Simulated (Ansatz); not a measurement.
**Exact exchange and the HOMO–LUMO gap of SiPH5O2**

The species is SiPH5O2 (9 atoms), meant as a singlet with charge 0. SMILES: `O[SiH2]OP`. Geometry: relaxed at PBE0-D4/def2-TZVP. This is one conformer, not always the lowest.

The HOMO–LUMO gap y, in eV, basis 6-31G(d); a is the functional's share of exact exchange. Programs: Ansatz 0.2.0.

```
functional  program     a  y (eV)
       PBE   Ansatz     0    4.97
      BLYP   Ansatz     0    5.01
     B3LYP   Ansatz   0.2    6.79
      PBE0   Ansatz  0.25       ?
   r2SCAN0   Ansatz  0.25    7.55
     BHLYP   Ansatz   0.5    9.42
```

Task: Fit y = c + s·a to the known rows and predict PBE0.

Result: 
1. Means of the 5 rows: a = 0.1900, y = 6.748.
2. Σ(Δa)² = 0.172, Σ(Δa·Δy) = 1.5449, so the slope is 1.5449/0.172 = 8.982.
3. Intercept: 6.748 − (8.982) × 0.1900 = 5.041. The largest residual of the fit is 0.26.
4. PBE0: 5.041 + (8.982) × 0.25 = 7.29 eV.

The run gave 7.21 eV, so the prediction is off by +0.08 eV, within the scatter of the fit. Exact exchange lowers occupied levels and raises empty ones.
